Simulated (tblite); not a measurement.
Isomers of C6H8F3P. Computed with GFN2-xTB (tblite): harmonic, unscaled wavenumbers at the GFN2-xTB geometry, gas phase. Against measured fundamentals such values can be off by several per cent, at times by over 20. Modes of hydrogen on phosphorus can be 10 to 20 % off. One conformer each.

Electronic energies: GFN2-xTB at the same geometries; isomer energies are rough at this level and their order can be wrong.

```
                     SMILES  electronic energy, lowest = 0 (kcal/mol)
          C#CCP(CC)C(F)(F)F                                      38.2
        C=CP(C1CC1)C(F)(F)F                                      31.8
          CC#CP(C)CC(F)(F)F                                      27.2
        CP(C(F)=C(F)F)C1CC1                                      35.0
          CC1=CCCP1C(F)(F)F                                       0.0
C=C[C@@H]1PC[C@@H]1C(F)(F)F                                      17.6
          C#CP(C)CCC(F)(F)F                                      36.0
     CC[C@@H]1CP1C(F)=C(F)F                                      31.5
```

Question: How do GFN2-xTB zero-point energies change the relative energies?

Answer: 
```
                     SMILES  ZPE (kcal/mol)  of it from modes above 1550 cm⁻¹  electronic (kcal/mol)  with ZPE, lowest = 0 (kcal/mol)  lowest mode (cm⁻¹)  rings
          CC1=CCCP1C(F)(F)F            80.5                              36.7                    0.0                              0.0                  37      1
C=C[C@@H]1PC[C@@H]1C(F)(F)F            79.4                              35.9                   17.6                             16.4                  49      1
          CC#CP(C)CC(F)(F)F            78.0                              37.6                   27.2                             24.7                  17      0
     CC[C@@H]1CP1C(F)=C(F)F            80.4                              37.1                   31.5                             31.4                  27      1
        C=CP(C1CC1)C(F)(F)F            79.3                              37.5                   31.8                             30.5                  43      1
        CP(C(F)=C(F)F)C1CC1            79.3                              37.4                   35.0                             33.8                   9      1
          C#CP(C)CCC(F)(F)F            78.2                              37.8                   36.0                             33.6                  30      0
          C#CCP(CC)C(F)(F)F            78.1                              37.9                   38.2                             35.8                  37      0
```

The zero-point energies span 2.5 kcal/mol, from `CC#CP(C)CC(F)(F)F` to `CC1=CCCP1C(F)(F)F`. The lowest isomer stays, but the order above it changes.

Question: What do entropy and thermal enthalpy add at 298.15 K and 1 bar (rigid rotor, harmonic oscillator, one conformer each)?

Answer: 
| SMILES | point group | symmetry number | S (cal/(mol K)) | H − H(0) (kcal/mol) | ZPE + H − H(0) − TS (kcal/mol) |
| --- | --- | --- | --- | --- | --- |
| CC1=CCCP1C(F)(F)F | C1 | 1 | 102.8 | 7.39 | 57.3 |
| C=C[C@@H]1PC[C@@H]1C(F)(F)F | C1 | 1 | 101.2 | 7.08 | 56.2 |
| CC[C@@H]1CP1C(F)=C(F)F | C1 | 1 | 107.4 | 7.78 | 56.1 |
| C=CP(C1CC1)C(F)(F)F | C1 | 1 | 106.9 | 7.77 | 55.1 |
| C#CP(C)CCC(F)(F)F | C1 | 1 | 111.5 | 8.26 | 53.2 |
| C#CCP(CC)C(F)(F)F | C1 | 1 | 110.9 | 8.34 | 53.4 |

Not tabulated: `CC#CP(C)CC(F)(F)F` (lowest mode only 17 cm⁻¹); `CP(C(F)=C(F)F)C1CC1` (lowest mode only 9 cm⁻¹).
